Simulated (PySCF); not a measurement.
First SCF of a structure search on singlet AuH₄⁻, at a hand-made tetrahedral geometry. PySCF input:

```python
from pyscf import gto, scf, dft
mol = gto.M(atom='''
Au     0.000000     0.000000     0.000000
H      1.273800     0.000000     0.900600
H     -1.273800     0.000000     0.900600
H      0.000000     1.273800    -0.900600
H     -0.000000    -1.273800    -0.900600''',
    basis={'Au': 'def2-TZVPD', 'H': 'def2-TZVPD'},
    ecp={'Au': 'def2-TZVPD'},
    charge=-1, spin=0)
mf = dft.RKS(mol, xc='PBE0')
mf.grids.atom_grid = (50, 194)
aux = {'Au': 'def2-universal-JKFIT', 'H': 'def2-universal-JKFIT'}
mf = mf.density_fit(auxbasis=aux)
mf.conv_tol = 1e-08
mf.diis_space = 10
mf.max_cycle = 60
mf.init_guess = 'minao'
mf.verbose = 4
mf.kernel()
```

Excerpt of the output (cycles and frontier levels):

```
init E= -121.02904874228
cycle= 1 E= -136.959873158865  delta_E= -15.9  |g|= 2.16  |ddm|= 15.2
  HOMO = 0.253747560962529  LUMO = 0.300438047039088  gap/eV = 1.27051
cycle= 2 E= -122.672893466666  delta_E= 14.3  |g|= 5.71  |ddm|= 74.2
  HOMO = -0.158714758044067  LUMO = -0.114235344055913  gap/eV = 1.21035
cycle= 3 E= -137.79782015398  delta_E= -15.1  |g|= 0.707  |ddm|= 74.3
  HOMO = 0.010256957965069  LUMO = 0.0670848671413022  gap/eV = 1.54637
cycle= 4 E= -137.952096156735  delta_E= -0.154  |g|= 0.0562  |ddm|=  1.2
  HOMO = -0.0133173255107065  LUMO = 0.0444578585155018  gap/eV = 1.57214
cycle= 5 E= -137.953091831532  delta_E= -0.000996  |g|= 0.00382  |ddm|= 0.108
  HOMO = -0.0144538481952937  LUMO = 0.0433344412974215  gap/eV = 1.57250
cycle= 6 E= -137.953096819532  delta_E= -4.99e-06  |g|= 0.000571  |ddm|= 0.00753
  HOMO = -0.0144005627703194  LUMO = 0.0433953053048466  gap/eV = 1.57271
cycle= 7 E= -137.953096893091  delta_E= -7.36e-08  |g|= 0.000291  |ddm|= 0.000994
  HOMO = -0.0144264981596541  LUMO = 0.0433689102117247  gap/eV = 1.57269
cycle= 8 E= -137.953096909019  delta_E= -1.59e-08  |g|= 9.87e-05  |ddm|= 0.00032
  HOMO = -0.0144348179853711  LUMO = 0.043362237296444  gap/eV = 1.57274
cycle= 9 E= -137.953096911062  delta_E= -2.04e-09  |g|= 3.41e-06  |ddm|= 0.000103
  HOMO = -0.0144365932367487  LUMO = 0.0433604710263564  gap/eV = 1.57274
Extra cycle  E= -137.953096911063  delta_E= -1.85e-12  |g|= 1.24e-06  |ddm|= 1.01e-05
converged SCF energy = -137.953096911063
```

No lower solution of this spin was found from smeared starts or by a stability analysis within the restricted form, which does not test spin polarisation.

No spin–orbit coupling is included, which matters more the heavier the element.

The search for the lowest solution, 3 starts and the stability check together, took 5.8 s on 2 threads of a shared Arm Neoverse V1 host, with 79 basis functions; the process peaked at 0.46 GiB.
